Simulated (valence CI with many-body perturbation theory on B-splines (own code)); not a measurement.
# Level structure of Ti+

Computed by configuration interaction combined with many-body perturbation theory (CI+MBPT): three valence electrons over a frozen Dirac-Fock core [Ar], radial functions for each j: 9 s, 9 p, 10 d, 8 f, 5 g, 3 h, 1 i, with the one-electron correlation potential Σ1, the two-electron term Σ2, the three-electron term Σ3, Breit, model QED; selected CI, second order for the rest (own B-spline code, finite nucleus).

Set against measurement, 52 paired levels are off by 273 cm⁻¹ on average, the worst by 1006. These come from a selection out of the NIST Handbook of Basic Atomic Spectroscopic Data. Levels without a partner in it may be off by more, other configurations by 1,000 to 4,000 cm⁻¹.

Levels 46 to 67 of 67, with energies above the lowest level, 3d2 4s 4F_3/2. "Leading %" is the weight of the configuration and term that name the level; weights of strongly mixed levels are sums over their largest components and can fall short. Lifetimes count E1, E2, E3, M1 and M2 decay at the calculated energies, and are blank where another channel may lead or the interval is too uncertain; long ones can be off by a factor of two.

| No. | Configuration | Term | J | E (cm⁻¹) | Leading % | g | Lifetime |
| --- | --- | --- | --- | --- | --- | --- | --- |
| 46 | 3d2 4p | 2D° | 5/2 | 31641 | 86 | 1.192 | 6.86 ns |
| 47 | 3d2 4p | 4D° | 1/2 | 32182 | 95 | -0.002 | 3.80 ns |
| 48 | 3d2 4p | 4D° | 3/2 | 32251 | 93 | 1.190 | 3.85 ns |
| 49 | 3d2 4p | 4D° | 5/2 | 32346 | 90 | 1.363 | 3.91 ns |
| 50 | 3d2 4p | 4D° | 7/2 | 32420 | 94 | 1.426 | 3.85 ns |
| 51 | 3d3 | 2D | 3/2 | 32518 | 70 | 0.799 | 4.91 ms |
| 52 | 3d3 | 2D | 5/2 | 32562 | 68 | 1.200 | 6.50 ms |
| 53 | 3d2 4s | 2S | 1/2 | 32794 | 97 | 2.002 |  |
| 54 | 3d2 4p | 2G° | 7/2 | 34102 | 96 | 0.889 | 4.72 ns |
| 55 | 3d2 4p | 2G° | 9/2 | 34309 | 96 | 1.112 | 4.74 ns |
| 56 | 3d2 4p | 2S° | 1/2 | 37305 | 98 | 1.998 | 5.54 ns |
| 57 | 3d2 4p | 2D° | 3/2 | 39085 | 63 | 0.965 | 5.84 ns |
| 58 | 3d2 4p | 2D° | 5/2 | 39309 | 81 | 1.174 | 6.67 ns |
| 59 | 3d2 4p | 2P° | 3/2 | 39460 | 60 | 1.231 | 4.33 ns |
| 60 | 3d2 4p | 2P° | 1/2 | 39537 | 96 | 0.671 | 3.80 ns |
| 61 | 3d2 4p | 2F° | 5/2 | 39750 | 87 | 0.888 | 3.84 ns |
| 62 | 3d2 4p | 4S° | 3/2 | 39885 | 89 | 1.941 | 3.51 ns |
| 63 | 3d2 4p | 2F° | 7/2 | 39897 | 93 | 1.153 | 3.65 ns |
| 64 | 3d2 4p | 4D° | 1/2 | 40262 | 97 | -0.001 | 4.33 ns |
| 65 | 3d2 4p | 4D° | 3/2 | 40356 | 96 | 1.199 | 4.32 ns |
| 66 | 3d2 4p | 4D° | 5/2 | 40508 | 95 | 1.368 | 4.27 ns |
| 67 | 3d2 4p | 4D° | 7/2 | 40719 | 94 | 1.420 | 4.19 ns |

Names give the largest LS component (configuration and term), which can be under half, so a name can repeat, a term be missing and a line seem to break the LS rules; names also repeat where a configuration has a term twice.

Where two levels of one J and parity lie close, their mixing, g and order are uncertain.
